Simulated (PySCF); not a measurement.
AlH3Se3, SMILES [SeH][Al]([SeH])[SeH].

The structure is a stationary point at B3LYP-D3(BJ)/def2-SVP. One conformer was computed; it need not be the lowest.

Method: r2SCAN/def2-TZVP (PySCF).

The molecule is in vacuum.

The total energy is -7448.98436 hartree and the highest occupied level comes out as -6.48 eV. The lowest empty level is -1.58 eV. The orbital gap comes out as 4.90 eV, the dipole moment is 1.13 D and the quadrupole, principal values (traceless, Buckingham form, about the centre of nuclear charge) comes out as -4.35, -2.87, 7.22 D·Å. The mean static polarisability is 109.5 bohr³ (16.23 Å³) and the polarisability, principal values comes out as 79.4, 124.2, 125.1 bohr³.
